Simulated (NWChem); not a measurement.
System: C2H3FO2Si; SMILES C=C1O[SiH](F)O1

Here is an NWChem input.

```
start job
memory heap 200 mb stack 900 mb global 1100 mb
geometry units angstroms noautoz
  C     -0.361912    -2.480014     0.000000
  C     -0.067124    -1.176085     0.000000
  O      0.127233    -0.342304     1.104872
  Si     0.429602     0.919151     0.000000
  F     -0.668121     2.107057     0.000000
  O      0.127233    -0.342304    -1.104872
  H     -0.482133    -3.007259     0.953362
  H     -0.482133    -3.007259    -0.953362
  H      1.765036     1.561756     0.000000
end
basis spherical
  * library def2-svp
end
dft
  xc b3lyp
  iterations 150
  mulliken
end
task dft energy
```

Coordinates come from a PBE-D3(BJ)/def2-SVP optimisation.

**Question.** Give the results of this calculation. (B3LYP/def2-SVP.) Quantities: energy (Ha); highest occupied level (eV); orbital gap (eV); dipole (D).

**Answer.** 
| Quantity | Result |
|---|---|
| energy (Ha) | -617.56 |
| highest occupied level (eV) | -6.60 |
| orbital gap (eV) | 6.42 |
| dipole (D) | 1.62 |
